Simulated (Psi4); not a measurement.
Job for Psi4: SAPT0/aug-cc-pVDZ on GeH6Se (a complex), monomers drawn apart or pushed together.

```
memory 1800 MB

molecule dimer {
0 1
Ge    0.11057783    0.05083799   -0.08422467
H    -1.40387662    0.02942135    0.15658022
H     0.39073553    0.12046956   -1.59506055
H     0.74358985   -1.22941606    0.48266219
H     0.73231329    1.27433504    0.60332693
--
0 1
Se   -0.12786967   -0.83232244    4.37667644
H    -0.33064233    0.17843600    5.42583898
H     1.23124567   -0.33807483    4.11431030
units angstrom
symmetry c1
no_reorient
no_com
}

set {
  basis aug-cc-pVDZ
  scf_type df
  freeze_core true
}

energy('sapt0')
```

It printed:

```
[...]
==> Input File <==

--------------------------------------------------------------------------
memory 1800 MB

molecule dimer {
0 1
Ge    0.11057783    0.05083799   -0.08422467
H    -1.40387662    0.02942135    0.15658022
H     0.39073553    0.12046956   -1.59506055
H     0.74358985   -1.22941606    0.48266219
H     0.73231329    1.27433504    0.60332693
--
0 1
Se   -0.12786967   -0.83232244    4.37667644
H    -0.33064233    0.17843600    5.42583898
H     1.23124567   -0.33807483    4.11431030
units angstrom
symmetry c1
no_reorient
no_com
}

set {
  basis aug-cc-pVDZ
  scf_type df
  freeze_core true
}

energy('sapt0')
--------------------------------------------------------------------------


   => Loading Basis Set <=

    Name: AUG-CC-PVDZ
    Role: ORBITAL
    Keyword: BASIS
    atoms 1        entry GE         line  2999 file aug-cc-pvdz.gbs
    atoms 2-5, 7-8 entry H          line    40 file aug-cc-pvdz.gbs
    atoms 6        entry SE         line  3217 file aug-cc-pvdz.gbs

   => Loading Basis Set <=

    Name: AUG-CC-PVDZ
    Role: ORBITAL
    Keyword: BASIS
    atoms 1        entry GE         line  2999 file aug-cc-pvdz.gbs
    atoms 2-5, 7-8 entry H          line    40 file aug-cc-pvdz.gbs
    atoms 6        entry SE         line  3217 file aug-cc-pvdz.gbs


  //>>>>>>>>>>>>>>>>>>>>>>>>>>>>>>>>>>>//
  //              Dimer HF             //
  //<<<<<<<<<<<<<<<<<<<<<<<<<<<<<<<<<<<//

   => Libint2 <=

    Primary   basis highest AM E, G, H:  7, 6, 3
    Auxiliary basis highest AM E, G, H:  7, 7, 4
    Onebody   basis highest AM E, G, H:  -, -, -
    Solid Harmonics ordering:            Gaussian


   => Loading Basis Set <=

    Name: AUG-CC-PVDZ
    Role: ORBITAL
    Keyword: BASIS
    atoms 1        entry GE         line  2999 file aug-cc-pvdz.gbs
    atoms 2-5, 7-8 entry H          line    40 file aug-cc-pvdz.gbs
    atoms 6        entry SE         line  3217 file aug-cc-pvdz.gbs


         ---------------------------------------------------------
                                   SCF
               by Justin Turney, Rob Parrish, Andy Simmonett
                          and Daniel G. A. Smith
                              RHF Reference
                        1 Threads,   1716 MiB Core
         ---------------------------------------------------------

  ==> Geometry <==

    Molecular point group: c1
    Full point group: C1

    Geometry (in Angstrom), charge = 0, multiplicity = 1:

       Center              X                  Y                   Z               Mass
    ------------   -----------------  -----------------  -----------------  -----------------
         GE           0.110577830000     0.050837990000    -0.084224670000    73.921177761000
         H           -1.403876620000     0.029421350000     0.156580220000     1.007825032230
         H            0.390735530000     0.120469560000    -1.595060550000     1.007825032230
         H            0.743589850000    -1.229416060000     0.482662190000     1.007825032230
         H            0.732313290000     1.274335040000     0.603326930000     1.007825032230
         SE          -0.127869670000    -0.832322440000     4.376676440000    79.916521800000
         H           -0.330642330000     0.178436000000     5.425838980000     1.007825032230
         H            1.231245670000    -0.338074830000     4.114310300000     1.007825032230

  Running in c1 symmetry.

  Rotational constants: A =      1.56259  B =      0.01027  C =      0.01026 [cm^-1]
  Rotational constants: A =  46845.36932  B =    307.97349  C =    307.65231 [MHz]
  Nuclear repulsion =  219.867548962232888

  Charge       = 0
  Multiplicity = 1
  Electrons    = 72
  Nalpha       = 36
  Nbeta        = 36

  ==> Algorithm <==

  SCF Algorithm Type is DF.
  DIIS enabled.
  MOM disabled.
  Fractional occupation disabled.
  Guess Type is SAD.
  Energy threshold   = 1.00e-08
  Density threshold  = 1.00e-08
  Integral threshold = 1.00e-12

  ==> Primary Basis <==

  Basis Set: AUG-CC-PVDZ
    Blend: AUG-CC-PVDZ
    Number of shells: 58
    Number of basis functions: 126
    Number of Cartesian functions: 132
    Spherical Harmonics?: true
    Max angular momentum: 2

   => Loading Basis Set <=

    Name: (AUG-CC-PVDZ AUX)
    Role: JKFIT
    Keyword: DF_BASIS_SCF
    atoms 1        entry GE         line  1047 file aug-cc-pvdz-jkfit.gbs
    atoms 2-5, 7-8 entry H          line    70 file aug-cc-pvdz-jkfit.gbs
    atoms 6        entry SE         line  1269 file aug-cc-pvdz-jkfit.gbs

  ==> Integral Setup <==

  DFHelper Memory: AOs need 0.072 GiB; user supplied 1.257 GiB.
  SCF_SUBTYPE=INCORE selected. In-core MEM_DF algorithm will be used.
  Using in-core AOs.

  ==> MemDFJK: Density-Fitted J/K Matrices <==

    J tasked:                   Yes
    K tasked:                   Yes
    wK tasked:                   No
    OpenMP threads:               1
    Algorithm:                 Core
    Schwarz Cutoff:           1E-12
    Mask sparsity (%):       2.6455
    Fitting Con
[...]
6.152982   119A     16.234106   120A     16.235336
     121A     16.307074   122A     33.138634   123A    109.440021
     124A    109.442994   125A    109.446966   126A    580.973973

    Final Occupation by Irrep:
              A
    DOCC [    18 ]
    NA   [    18 ]
    NB   [    18 ]

  @DF-RHF Final Energy: -2400.34726387747469

   => Energetics <=

    Nuclear Repulsion Energy =             24.7248036055076774
    One-Electron Energy =               -3392.8302239936542719
    Two-Electron Energy =                 967.7581565106721655
    Total Energy =                      -2400.3472638774746883

Computation Completed


Properties will be evaluated at   0.000000,   0.000000,   0.000000 [a0]

Properties computed using the SCF density matrix


 Multipole Moments:

 ------------------------------------------------------------------------------------
     Multipole            Electronic (a.u.)      Nuclear  (a.u.)        Total (a.u.)
 ------------------------------------------------------------------------------------

 L = 1.  Multiply by 2.5417464519 to convert [e a0] to [Debye]
 Dipole X            :          6.6987058           -6.5138206            0.1848852
 Dipole Y            :         54.0202089          -53.7789633            0.2412456
 Dipole Z            :       -299.1061758          299.2327429            0.1265672
 Magnitude           :                                                    0.3292434

 ------------------------------------------------------------------------------------

  Constructing Basis Sets for SAPT...

   => Loading Basis Set <=

    Name: (AUG-CC-PVDZ AUX)
    Role: RIFIT
    Keyword: DF_BASIS_SAPT
    atoms 1        entry GE         line   760 file aug-cc-pvdz-ri.gbs
    atoms 2-5, 7-8 entry H          line    30 file aug-cc-pvdz-ri.gbs
    atoms 6        entry SE         line   900 file aug-cc-pvdz-ri.gbs

   => Loading Basis Set <=

    Name: (AUG-CC-PVDZ AUX)
    Role: JKFIT
    Keyword: DF_BASIS_ELST
    atoms 1        entry GE         line  1047 file aug-cc-pvdz-jkfit.gbs
    atoms 2-5, 7-8 entry H          line    70 file aug-cc-pvdz-jkfit.gbs
    atoms 6        entry SE         line  1269 file aug-cc-pvdz-jkfit.gbs


  //>>>>>>>>>>>>>>>>>>>>>>>>>>>>>>>>>>>//
  //               SAPT0               //
  //<<<<<<<<<<<<<<<<<<<<<<<<<<<<<<<<<<<//



        SAPT0
    Ed Hohenstein
     6 June 2009

      Orbital Information
  --------------------------
    NSO        =       126
    NMO        =       126
    NRI        =       398
    NRI (Elst) =       580
    NOCC A     =        18
    NOCC B     =        18
    FOCC A     =         9
    FOCC B     =         9
    NVIR A     =       108
    NVIR B     =       108

    Elst10,r            =    -0.000568345690 [Eh]
    Exch10              =     0.000664028566 [Eh]
    Exch10 (S^2)        =     0.000663439853 [Eh]

    Maxiter = 50
    CPHF R converge = 1.000000E-08

    Iter     Energy [mEh]          dE [mEh]         Residual      Time [s]
       1      -0.11242405       0.112424047     1.092418e-03             0
       2      -0.12905970       0.016635654     2.035635e-04             0
       3      -0.12882152      -0.000238183     6.339750e-05             0
       4      -0.12862708      -0.000194439     1.170613e-05             0
       5      -0.12864098       0.000013900     2.168582e-06             0
       6      -0.12864893       0.000007950     4.262244e-07             0
       7      -0.12864671      -0.000002218     6.512463e-08             1
       8      -0.12864696       0.000000252     9.107491e-09             1

    CHF Iterations converged

    Maxiter = 50
    CPHF R converge = 1.000000E-08

    Iter     Energy [mEh]          dE [mEh]         Residual      Time [s]
       1      -0.31660213       0.316602134     1.803491e-03             0
       2      -0.37704873       0.060446592     3.099318e-04             0
       3      -0.37520295      -0.001845770     9.344843e-05             0
       4      -0.37485430      -0.000348660     2.616817e-05             0
       5      -0.37507749       0.000223192     7.889929e-06             0
       6      -0.37503820      -0.000039289     2.549127e-06             0
       7      -0.37503531      -0.000002890     6.676188e-07             0
       8      -0.37503890       0.000003588     1.453537e-07             0
       9      -0.37503851      -0.000000389     5.023329e-08             0
      10      -0.37503841      -0.000000093     1.296370e-08             0
      11      -0.37503846       0.000000050     2.407927e-09             0

    CHF Iterations converged

    Ind20,r (A<-B)      =    -0.000128646964 [Eh]
    Ind20,r (B<-A)      =    -0.000375038465 [Eh]
    Ind20,r             =    -0.000503685429 [Eh]
    Exch-Ind20,r (A<-B) =     0.000094462028 [Eh]
    Exch-Ind20,r (B<-A) =     0.000354226312 [Eh]
    Exch-Ind20,r        =     0.000448688340 [Eh]
    Disp20              =    -0.001352629241 [Eh]
    Disp20 (SS)         =    -0.000676314621 [Eh]
    Disp20 (OS)         =    -0.000676314621 [Eh]
    Exch-Disp20         =     0.000079340056 [Eh]
    Exch-Disp20 (SS)    =     0.000053129625 [Eh]
    Exch-Disp20 (OS)    =     0.000026210431 [Eh]

    SAPT Results
  --------------------------------------------------------------------------------------------------------
    Electrostatics                 -0.56834569 [mEh]      -0.35664230 [kcal/mol]      -1.49219140 [kJ/mol]
      Elst10,r                     -0.56834569 [mEh]      -0.35664230 [kcal/mol]      -1.49219140 [kJ/mol]

    Exchange                        0.66402857 [mEh]       0.41668422 [kcal/mol]       1.74340676 [kJ/mol]
      Exch10                        0.66402857 [mEh]       0.41668422 [kcal/mol]       1.74340676 [kJ/mol]
      Exch10(S^2)                   0.66343985 [mEh]       0.41631479 [kcal/mol]       1.74186109 [kJ/mol]

    Induction                      -0.10734624 [mEh]      -0.06736078 [kcal/mol]      -0.28183751 [kJ/mol]
      Ind20,r                      -0.50368543 [mEh]      -0.31606738 [kcal/mol]      -1.32242591 [kJ/mol]
      Exch-Ind20,r                  0.44868834 [mEh]       0.28155618 [kcal/mol]       1.17803107 [kJ/mol]
      delta HF,r (2)               -0.05234915 [mEh]      -0.03284959 [kcal/mol]      -0.13744267 [kJ/mol]

    Dispersion                     -1.27328919 [mEh]      -0.79900103 [kcal/mol]      -3.34302030 [kJ/mol]
      Disp20                       -1.35262924 [mEh]      -0.84878766 [kcal/mol]      -3.55132758 [kJ/mol]
      Exch-Disp20                   0.07934006 [mEh]       0.04978664 [kcal/mol]       0.20830729 [kJ/mol]
      Disp20 (SS)                  -0.67631462 [mEh]      -0.42439383 [kcal/mol]      -1.77566379 [kJ/mol]
      Disp20 (OS)                  -0.67631462 [mEh]      -0.42439383 [kcal/mol]      -1.77566379 [kJ/mol]
      Exch-Disp20 (SS)              0.05312963 [mEh]       0.03333934 [kcal/mol]       0.13949181 [kJ/mol]
      Exch-Disp20 (OS)              0.02621043 [mEh]       0.01644729 [kcal/mol]       0.06881548 [kJ/mol]

  Total HF                         -0.01166336 [mEh]      -0.00731887 [kcal/mol]      -0.03062215 [kJ/mol]
  Total SAPT0                      -1.28495255 [mEh]      -0.80631990 [kcal/mol]      -3.37364245 [kJ/mol]

  Special recipe for scaled SAPT0 (see Manual):
    Electrostatics sSAPT0          -0.56834569 [mEh]      -0.35664230 [kcal/mol]      -1.49219140 [kJ/mol]
    Exchange sSAPT0                 0.66402857 [mEh]       0.41668422 [kcal/mol]       1.74340676 [kJ/mol]
    Induction sSAPT0               -0.10615073 [mEh]      -0.06661059 [kcal/mol]      -0.27869869 [kJ/mol]
    Dispersion sSAPT0              -1.27307779 [mEh]      -0.79886837 [kcal/mol]      -3.34246527 [kJ/mol]
  Total sSAPT0                     -1.28354564 [mEh]      -0.80543705 [kcal/mol]      -3.36994861 [kJ/mol]
  --------------------------------------------------------------------------------------------------------



*** Psi4 exiting successfully. Buy a developer a beer!
```

The run finished.

Cost: roughly 40 core-seconds.
